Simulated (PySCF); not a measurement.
Calculated properties of `F[C@H]1[C@H](F)[SiH2]CC1`

Species: C4H8F2Si.
Atom-mapped SMILES: `[F:1][C@@H:2]1[CH2:3][CH2:4][SiH2:5][C@H:6]1[F:7]` (hydrogens: H8 on C2; H9, H10 on C3; H11, H12 on C4; H13, H14 on Si5; H15 on C6)

Some functional groups and rings: C–F bond, Si–H bond and C–Si bond.

From PBE0-D3(BJ)/def2-SVP geometry optimisation, gas phase (PySCF):

```
Point group                  : C1
Rotational constants A, B, C : 2.423, 2.245, 1.730 GHz
```

From CAM-B3LYP/def2-SVPD ground state, ΔSCF and vertical TDDFT (core frozen in the response) (PySCF):

```
Dipole moment                                                     : 0.99 D
HOMO energy                                                       : -9.68 eV
LUMO energy                                                       : 1.17 eV
HOMO–LUMO gap                                                     : 10.85 eV
Lowest singlet excitation                                         : 7.47 eV (166 nm, f = 0.014)
Strongest line among the 10 lowest singlet transitions            : S9 at 8.86 eV (140 nm, f = 0.134)
Lowest triplet excitation (Tamm–Dancoff)                          : 6.95 eV
Static isotropic polarisability                                   : 72.5 au
Vertical ionisation energy                                        : 10.48 eV
Electronic spatial extent ⟨r²⟩ about the centre of nuclear charge : 830 bohr²
```

From PBE0/pcSseg-1 ground state and GIAO shieldings, non-relativistic (PySCF):

```
Lowest Hirshfeld atomic charge                              : -0.16 e on C4
Highest Hirshfeld atomic charge                             : +0.33 e on Si5
13C chemical shifts (computed TMS as zero) by class         : 96.4 (C2), 89.0 (C6), 31.7 (C3), 1.7 (C4) ppm
1H chemical shifts (computed TMS as zero) by class          : 4.98 (H8), 4.82 (H15), 4.29 (H13), 4.24 (H14), 2.31 (H10), 1.60 (H9), 1.02 (H12), 0.93 (H11) ppm
Isotropic shieldings of nuclei other than C and H, by class : 394 (F1), 424 (F7), 375 (Si5) ppm
Mayer bond orders between heavy atoms                       : F1–C2 0.86, C2–C3 1.00, C3–C4 1.01, C4–Si5 0.93, Si5–C6 0.84, C6–F7 0.83, C6–C2 0.99
```

Monoisotopic mass from the formula: 122.0363 u.

S1 lies 3.38 eV below the HOMO–LUMO gap. The rotational constants make it an asymmetric top with κ = (2B − A − C)/(A − C) = 0.49, nearer the oblate limit (+1). With B = h/(8π²I), that is 505.379 GHz u Å² over I, the principal moments of inertia are 208.6, 225.1 and 292.1 u Å² (most abundant isotopes). The ΔSCF ionisation energy exceeds −ε(HOMO) by 0.80 eV with CAM-B3LYP.

For the geometry optimisation (PBE0-D3(BJ)/def2-SVP), the run took 2.4 min wall on one thread, Arm Neoverse N1 (aarch64), shared host, and the process peaked at 0.58 GiB of memory.

One conformer stands for the species.
